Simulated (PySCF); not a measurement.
Computed IR spectrum (relative IR intensity) of a molecule C₃H₇BO₂. Coordinates come from a PBE-D3(BJ)/def2-SVP optimisation. The values are those of a single conformer. Level of theory: PBE-D3(BJ)/def2-SVP (PySCF). No scaling factor is applied to the harmonic values.

ν (cm⁻¹): 129 (vw), 472 (m), 595 (vw), 748 (vw), 883 (vw), 925 (m), 967 (m), 970 (w), 1178 (m), 1260 (w), 1341 (w), 1351 (w), 1413 (w), 1427 (w), 1432 (m), 1502 (vs), 2957 (w), 2965 (m), 3030 (w), 3037 (w), 3048 (w), 3775 (m) (against the strongest line: vs over 80 %, s over 45 %, m over 15 %, w over 4 %, vw less)

Task: Pick the molecule that these values belong to.
A. C[C@@H]1COB1O
B. COB1COC1
C. COB(C)C=O
D. OB1CCCO1

Result: A, C[C@@H]1COB1O
